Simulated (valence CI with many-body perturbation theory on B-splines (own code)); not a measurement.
Values are calculated unless marked as measured or tabulated.
**Hyperfine factors and g values of Gd15+**

Level of theory: relativistic CI+MBPT: three valence electrons over a frozen Dirac-Fock core [Kr] 4d10, radial functions for each j: 7 s, 7 p, 7 d, 7 f, 4 g, 2 h, with the one-electron correlation potential Σ1 (screened to all orders), the two-electron term Σ2, the three-electron term Σ3, Breit, model QED; selected single and double excitations, second order for the rest, scaled by the run's own slope (own B-spline code, finite nucleus).

No measured spectrum was set against this ion. As an estimate, terms of the open shell hold to a few per cent of their energy, and close levels can change places; configurations with another count of f electrons can be misplaced by thousands of cm⁻¹.

A/g_I is the dipole constant over the nuclear g factor μ/I (μ in nuclear magnetons, uniformly magnetised nucleus), B/Q the quadrupole constant per barn. Both hold the static response of the core; the bare values leave it out. Large factors of s and p1/2 electrons are usually good to 5 to 10 %; those of open d and f shells near neutrality can be off by tens of per cent, and small factors of p3/2, d and f electrons come from cancelling terms and can be off by a factor of two or in sign, in half-filled shells by more. B is blank for J = 1/2, where it vanishes, and for nearly pure S terms. Energies count from the lowest level.

Names give the largest LS component (configuration and term), which can be under half, so a name can repeat, a term be missing and a line seem to break the LS rules; names also repeat where a configuration has a term twice. Letters in brackets count levels of one name in rising energy.

```tsv
Level	E (eV)	g	A/g_I (MHz)	A/g_I bare	B/Q (MHz/b)	B/Q bare
4f3 4I°_9/2	0.0000	0.736	1740	1550	698	587
4f3 4I°_11/2	0.6148	0.966	1170	1220	739	603
4f3 4I°_13/2	1.236	1.105	837	1020	837	669
4f3 4I°_15/2	1.852	1.195	630	911	979	774
4f3 4F°_3/2	2.706	0.457	2250	1720	-480	-393
4f3 2H°_9/2 [a]	2.873	0.994	1190	1290	-692	-575
4f3 4F°_5/2	3.071	1.033	955	1050	-436	-364
4f3 4F°_7/2	3.336	1.179	673	941	-977	-821
4f3 4S°_3/2	3.346	1.904	-964	89.5	-92.0	-84.3
4f3 4F°_9/2	3.730	1.226	567	885	-802	-671
4f3 2H°_11/2 [a]	3.909	1.099	802	970	-196	-181
4f3 4G°_5/2	4.101	0.578	2020	1640	-169	-128
4f3 2G°_7/2 [a]	4.133	0.967	1140	1180	-49.1	-28.0
4f3 2K°_13/2	4.506	0.936	1220	1230	2510	2080
4f3 4G°_7/2	4.685	0.963	1080	1090	-760	-633
4f3 4G°_9/2	4.869	1.149	728	960	248	206
4f3 2D°_3/2 [a]	5.020	1.067	773	874	-248	-199
4f3 2K°_15/2	5.104	1.058	930	1060	2760	2260
4f3 2G°_9/2 [a]	5.326	1.136	683	878	-980	-808
4f3 4G°_11/2	5.447	1.251	518	866	-33.0	-44.1
4f3 2P°_1/2	5.538	0.596	2880	2780		
4f3 2D°_5/2 [a]	5.744	1.192	631	909	-1220	-1010
4f3 2P°_3/2	6.518	1.094	761	905	-399	-318
4f3 4D°_3/2	6.721	1.101	1010	1250	173	149
4f3 4D°_5/2	6.724	1.301	518	954	807	666
4f3 2I°_11/2	6.786	0.958	1110	1130	1760	1440
4f3 4D°_1/2	6.993	0.064	3750	2970		
4f3 2L°_15/2	7.043	0.951	1120	1120	4130	3400
4f2 5s 4H_7/2	7.210	0.673	-15800	-14900	1800	1520
4f3 2I°_13/2	7.242	1.073	917	1070	1630	1340
4f3 2L°_17/2	7.441	1.057	924	1060	4490	3690
4f3 4D°_7/2	7.475	1.420	19.6	516	2180	1780
4f2 5s 4H_9/2	7.575	0.969	9210	8730	1780	1500
4f3 2H°_9/2 [b]	7.735	0.914	1190	1150	982	809
4f3 2D°_3/2 [b]	8.109	0.902	1170	1100	245	194
4f2 5s 4H_11/2	8.196	1.130	12100	11500	2010	1670
4f3 2H°_11/2 [b]	8.228	1.062	872	996	750	620
4f3 2D°_5/2 [b]	8.310	1.137	850	1100	389	309
4f2 5s 4F_3/2	8.503	0.412	-29700	-28100	-421	-355
4f2 5s 4F_5/2	8.755	1.026	13900	13100	-446	-383
```

(1) Take the isotope of mass number 155, with I = 3/2, μ = -0.2591 μN and Q = 1.27 b. What is the hyperfine structure of 4f3 4I°_13/2?

Answers

(1) From the table A = -145 MHz, B = 1060 MHz. Shifts from the centre of gravity in MHz: F = 5: 2040, F = 6: 517, F = 7: -641, F = 8: -1150.
